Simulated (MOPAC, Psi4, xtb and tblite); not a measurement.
Relaxed torsion scan: SMILES COc1ccc(O)s1. Scanned: dihedral S8–C6–O7–H14; all other coordinates were relaxed at GFN2-xTB. Points at φ and −φ are mirror images.

Atom numbering (GFN2-xTB optimised geometry, Å):
```
14

C     -2.3437     1.0985    -0.1853
O     -1.8930    -0.1231     0.3463
C     -0.5584    -0.3039     0.4136
C      0.0734    -1.4084     0.8828
C      1.4878    -1.3108     0.8321
C      1.9208    -0.1328     0.3246
O      3.2053     0.2526     0.1515
S      0.5868     0.9088    -0.1130
H     -2.0048     1.2290    -1.2190
H     -1.9884     1.9450     0.4126
H     -3.4306     1.0593    -0.1571
H     -0.4553    -2.2657     1.2532
H      2.1546    -2.0855     1.1596
H      3.2456     1.1371    -0.2278
```

Levels of theory: PBE0/def2-SVP // GFN2-xTB (Psi4); AM1, restricted, heats of formation // GFN2-xTB (MOPAC); PM7, restricted, heats of formation // GFN2-xTB (MOPAC); GFN2-xTB (xtb and tblite); PBE/def2-SVP // GFN2-xTB (Psi4); PBE-D3(BJ)/def2-SVP // GFN2-xTB (Psi4).

Energies in mEh, each method relative to its own lowest point.

```tsv
φ / °	PBE0/def2-SVP	AM1	PM7	GFN2-xTB	PBE/def2-SVP	PBE-D3(BJ)/def2-SVP
-165	0.1	0.2	0.2	1.3	0.1	0.1
-150	0.4	0.8	0.7	2.0	0.4	0.4
-135	0.6	1.7	1.4	2.8	0.7	0.7
-120	0.8	2.5	2.0	3.4	0.9	0.9
-105	0.7	3.2	2.4	3.6	0.9	0.9
-90	0.6	3.7	2.6	3.4	0.7	0.7
-75	0.5	4.1	2.7	2.7	0.5	0.6
-60	0.6	4.5	2.9	1.9	0.5	0.5
-45	0.8	4.9	3.3	1.1	0.6	0.6
-30	1.2	5.2	3.7	0.5	0.9	0.8
-15	1.5	5.4	4.0	0.1	1.1	1.1
0	1.7	5.5	4.2	0.0	1.3	1.2
15	1.5	5.4	4.0	0.1	1.1	1.1
30	1.2	5.2	3.7	0.5	0.9	0.8
45	0.8	4.9	3.3	1.1	0.6	0.6
60	0.6	4.5	2.9	1.9	0.5	0.5
75	0.5	4.1	2.7	2.7	0.5	0.6
90	0.6	3.7	2.6	3.4	0.7	0.7
105	0.7	3.2	2.4	3.6	0.9	0.9
120	0.8	2.5	2.0	3.4	0.9	0.9
135	0.6	1.7	1.4	2.8	0.7	0.7
150	0.4	0.8	0.7	2.0	0.4	0.4
165	0.1	0.2	0.2	1.3	0.1	0.1
180	0.0	0.0	0.0	1.1	0.0	0.0
```

Root-mean-square difference from the PBE-D3(BJ)/def2-SVP profile, itself a level with limits, after the best constant shift (mEh): PBE0/def2-SVP 0.2, AM1 1.6, PM7 1.0, GFN2-xTB 1.3, PBE/def2-SVP 0.0.
